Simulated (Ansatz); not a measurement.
# Nudged elastic band run: BFH3NO

input.yaml

```yaml
crystal:
  periodic: [false, false, false]
  atoms:
    - { symbol: "N", position_ang: [-0.530547, 0.756137, -0.029401] }
    - { symbol: B, position_ang: [0.041922, -0.514684, -0.291256] }
    - { symbol: O, position_ang: [1.116319, -1.059749, 0.367626] }
    - { symbol: F, position_ang: [-0.499952, -1.27147, -1.268856] }
    - { symbol: H, position_ang: [-1.329777, 1.091277, -0.564513] }
    - { symbol: H, position_ang: [-0.208549, 1.408999, 0.680954] }
    - { symbol: H, position_ang: [1.471783, -0.478511, 1.059745] }
basis:
  gaussian: { orbitals: def2-SVP }
hamiltonian:
  xc: pbe
  dispersion: d4
neb:
  order_check: false
  images: 5
  f_tol: 0.05
  max_iterations: 60
  initial_path: idpp
  final_atoms:
    - { symbol: "N", position_ang: [-0.65757742, 0.8534936, -0.08616185] }
    - { symbol: B, position_ang: [0.10275299, -0.33345784, -0.12131841] }
    - { symbol: O, position_ang: [1.15734138, -0.52343022, 0.73897706] }
    - { symbol: F, position_ang: [-0.21384191, -1.30257022, -1.02034382] }
    - { symbol: H, position_ang: [-0.46063616, 1.60771792, 0.56753705] }
    - { symbol: H, position_ang: [-1.44229178, 1.01851753, -0.71163177] }
    - { symbol: H, position_ang: [1.57545189, -1.38827177, 0.58724074] }
```

Launched with:

```bash
$ ansatz run input.yaml --threads 1 --pin off --max-ram 2048MiB --backend cpu --events-out ev --progress --plain --runs-dir out
```

Output, in part (warnings, iteration lines, the closing report on the highest movable image, with atoms numbered from 0):

```
NEB end point (image 0): max|allowed force component| = 1.479e-2 eV/Å (the criterion of neb.relax_end_points is 1.000e-2)
NEB end point (image 6): max|allowed force component| = 3.569e-3 eV/Å (the criterion of neb.relax_end_points is 1.000e-2)
NEB iter   1: max|band force component| = 1.150e0 eV/Å  barrier→ = 1.2460 eV  barrier← = 1.3542 eV  Δτ_max = 0.1076 Å  (178 SCF iters)
NEB iter   2: max|band force component| = 1.025e0 eV/Å  barrier→ = 1.2023 eV  barrier← = 1.3105 eV  Δτ_max = 0.1945 Å  (146 SCF iters)
NEB iter   3: max|band force component| = 8.201e-1 eV/Å  barrier→ = 1.0042 eV  barrier← = 1.1124 eV  Δτ_max = 0.1990 Å  (151 SCF iters)
NEB iter   4: max|band force component| = 1.123e0 eV/Å  barrier→ = 0.7060 eV  barrier← = 0.8142 eV  Δτ_max = 0.1006 Å  (146 SCF iters)
NEB iter   5: max|band force component| = 8.033e-1 eV/Å  barrier→ = 0.5487 eV  barrier← = 0.6570 eV  Δτ_max = 0.0999 Å  (135 SCF iters)
NEB iter   6: max|band force component| = 3.681e-1 eV/Å  barrier→ = 0.4466 eV  barrier← = 0.5549 eV  CI = image 2  Δτ_max = 0.1988 Å  (140 SCF iters)
NEB iter   7: max|band force component| = 3.875e-1 eV/Å  barrier→ = 0.4773 eV  barrier← = 0.5855 eV  CI = image 2  Δτ_max = 0.0992 Å  (151 SCF iters)
NEB iter   8: max|band force component| = 4.383e-1 eV/Å  barrier→ = 0.4781 eV  barrier← = 0.5863 eV  CI = image 2  Δτ_max = 0.0496 Å  (133 SCF iters)
NEB iter   9: max|band force component| = 3.016e-1 eV/Å  barrier→ = 0.4777 eV  barrier← = 0.5859 eV  CI = image 2  Δτ_max = 0.0496 Å  (134 SCF iters)
NEB iter  10: max|band force component| = 1.989e-1 eV/Å  barrier→ = 0.4776 eV  barrier← = 0.5858 eV  CI = image 2  Δτ_max = 0.0989 Å  (131 SCF iters)
NEB iter  11: max|band force component| = 2.684e-1 eV/Å  barrier→ = 0.4776 eV  barrier← = 0.5858 eV  CI = image 2  Δτ_max = 0.0497 Å  (122 SCF iters)
NEB iter  12: max|band force component| = 1.841e-1 eV/Å  barrier→ = 0.4776 eV  barrier← = 0.5858 eV  CI = image 2  Δτ_max = 0.0497 Å  (124 SCF iters)
NEB iter  13: max|band force component| = 1.159e-1 eV/Å  barrier→ = 0.4776 eV  barrier← = 0.5858 eV  CI = image 2  Δτ_max = 0.0990 Å  (119 SCF iters)
NEB iter  14: max|band force component| = 6.236e-2 eV/Å  barrier→ = 0.4776 eV  barrier← = 0.5858 eV  CI = image 2  Δτ_max = 0.0461 Å  (113 SCF iters)
NEB iter  15: max|band force component| = 5.834e-2 eV/Å  barrier→ = 0.4776 eV  barrier← = 0.5858 eV  CI = image 2  Δτ_max = 0.0119 Å  (113 SCF iters)
NEB iter  16: max|band force component| = 5.391e-2 eV/Å  barrier→ = 0.4776 eV  barrier← = 0.5858 eV  CI = image 2  Δτ_max = 0.0215 Å  (105 SCF iters)
NEB iter  17: max|band force component| = 1.636e-1 eV/Å  barrier→ = 0.4776 eV  barrier← = 0.5858 eV  CI = image 2  Δτ_max = 0.0108 Å  (110 SCF iters)
NEB iter  18: max|band force component| = 1.637e-2 eV/Å  barrier→ = 0.4776 eV  barrier← = 0.5858 eV  CI = image 2  Δτ_max = 0.0000 Å  (228 SCF iters)
Total energy: -6969.96381830 eV, -256.1414459112 hartree
Atom 0 at    -0.382785     0.859401     0.134567 Å, force     0.000020     0.000000    -0.000044 eV/Å
Atom 1 at     0.035659    -0.522296    -0.136110 Å, force    -0.000014    -0.000037    -0.000004 eV/Å
Atom 2 at     1.321682    -0.928608     0.048385 Å, force    -0.000022     0.000019     0.000002 eV/Å
Atom 3 at    -0.815634    -1.468938    -0.579937 Å, force     0.000021     0.000020     0.000011 eV/Å
Atom 4 at    -0.795779     1.283559    -0.707678 Å, force     0.000001     0.000007     0.000019 eV/Å
Atom 5 at    -1.144081     0.877293     0.827356 Å, force    -0.000019    -0.000004     0.000016 eV/Å
Atom 6 at     1.842137    -0.168411     0.367716 Å, force     0.000013    -0.000006     0.000001 eV/Å
Dipole moment:    -0.049571     0.425260     0.101323 e Å
```

The run converged. The profile has 2 maxima (images 2, 5) with wells between them (image 4): this band takes more than one step, which may be the mechanism or a detour left from its start path. A vibrational analysis at the climbing image gives one clearly imaginary mode, 353i cm⁻¹: a first-order saddle point.

Final band (atoms are numbered from 1 in the order of the input):

```tsv
image	path coordinate (Å)	energy (eV)	dihedral H5–N1–B2–F4 (°)
0	0.00	0.00	0
1	0.86	0.23	-17
2	1.72	0.48	-57
3	2.63	0.21	-120
4	3.53	0.00	173
5	4.43	0.20	-179
6	5.34	-0.11	-180
```

The run took 2.4 min on 1 thread of Intel(R) Xeon(R) Platinum 8488C (Sapphire Rapids), on a shared host, peak memory 0.24 GiB.
